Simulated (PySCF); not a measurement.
In(H)(Et)(NH2) (C2H8InN), SMILES C[CH2][InH][NH2]. Atoms are numbered in the order given.

```xyz
12

In    -0.3119    -0.5084     0.0000
H     -1.4130    -1.8373     0.0000
C     -0.6267     1.6391     0.0000
C      0.6639     2.4481     0.0000
H     -1.2477     1.8791    -0.8790
H     -1.2477     1.8791     0.8790
H      1.2847     2.2333     0.8846
H      1.2847     2.2333    -0.8846
H      0.4690     3.5346     0.0000
N      1.6459    -1.0275     0.0000
H      1.9963    -1.9782     0.0000
H      2.4107    -0.3626     0.0000
```
Charge 0, spin multiplicity 1.

The structure is a stationary point at PBE0-D3(BJ)/def2-SVP. The structure was generated by enumeration; whether it is a known compound was not checked. The def2 effective core potentials stand for the cores of In; spin–orbit coupling is left out. The values are those of a single conformer.

The numbers are results of PySCF with PBE/def2-TZVP, not measurements.

Symmetry labels are those of the subgroup Cs that the program uses (full group Cs).

Computed valence orbital energies around the gap with their symmetry:
| orbital | symmetry | energy (eV) |
|---|---|---|
| HOMO−7 | A" | -10.58 |
| HOMO−6 | A' | -10.49 |
| HOMO−5 | A' | -9.60 |
| HOMO−4 | A' | -8.94 |
| HOMO−3 | A" | -8.19 |
| HOMO−2 | A' | -7.29 |
| HOMO−1 | A' | -6.06 |
| HOMO | A" | -5.40 |
| LUMO | A" | -1.42 |
| LUMO+1 | A' | -0.79 |
| LUMO+2 | A' | -0.14 |
| LUMO+3 | A' | 0.77 |
